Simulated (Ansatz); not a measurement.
Species: [Zr(Cl)2(OH)2] (charge 0, multiplicity 1), formula H$_{2}$Cl$_{2}$O$_{2}$Zr.

Q: How many basis functions does frozen-core CCSD(T)/def2-TZVPP // PBE-D3(BJ)/def2-SVP in Ansatz (a first-principles code) use, how many core orbitals are frozen, and how many electrons are correlated?

A: 230 basis functions and 12 frozen orbitals, which leaves 40 correlated electrons. Core time is of the order of minutes.
